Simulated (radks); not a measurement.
Problem. Ga+, 30 electrons, occupied as [Ar] 3d10 4s2. Calculated with a radial shooting solver on a logarithmic mesh with Libxc functionals: scalar-relativistic Kohn-Sham, r2SCAN, spin-polarised, spherical densities, finite nucleus; meta-GGA in the generalised Kohn-Sham scheme; Fermi nuclear charge, rms radius 3.9973 fm. Some entries of the table are withheld. Estimate them.

orbital,occ.,eigenvalue (eV),<r^2> (bohr^2)
1s,2,(1),0.003180
2s,2,-1282.203,0.05583
2p,6,-1115.308,0.04457
3s,2,-161.1592,0.4893
3p,6,-110.1870,0.5433
3d,10,(2),0.8460
4s,2,-16.6139,5.634

Solution. 
(1) 1s eigenvalue (eV): -10268.11
(2) 3d eigenvalue (eV): -27.9996
